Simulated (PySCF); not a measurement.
## Manganese: a sound run and one with changed settings

Sound run: Mn [Ar] 3d5 4s2, Mn+ [Ar] 3d5 4s1. Computed with PySCF 2.14 in x2c-SVPall (5s3p3d1f, 36 functions), with scalar relativity by spin-free X2C-1e. In the sound run the correlated levels freeze [Ar]. The sound run starts from symmetry-adapted Hartree-Fock orbitals and uses a fine grid where one is needed.

Changed run: the non-relativistic Hamiltonian (point nucleus). This setting is unsound on purpose.

```csv
species,method,sound run (hartree),changed run (hartree),converged
Mn,UHF,-1157.19092,-1147.63857,yes
Mn,M06-2X,-1158.36682,-1148.81383,yes
Mn,PBE0,-1158.13593,-1148.58274,yes
Mn,MP2,-1157.26722,-1147.71443,yes
Mn+,UHF,-1156.96928,-1147.42059,yes
Mn+,M06-2X,-1158.06769,-1148.51977,yes
Mn+,PBE0,-1157.87177,-1148.32350,yes
Mn+,MP2,-1157.01870,-1147.46999,yes
```

Ionisation energy of Mn:

```csv
method,sound run (eV),changed run (eV)
UHF,6.031,5.932
M06-2X,8.140,8.002
PBE0,7.188,7.054
MP2,6.763,6.652
SCS-MP2,6.888,6.776
```

Most of the change in total energy is the relativistic energy itself. On top of that the contraction fixes the core shape for the Hamiltonian it was made with, so the changed run is not a good calculation with the other Hamiltonian either.

For comparison, NIST gives 7.434 eV between the lowest levels.
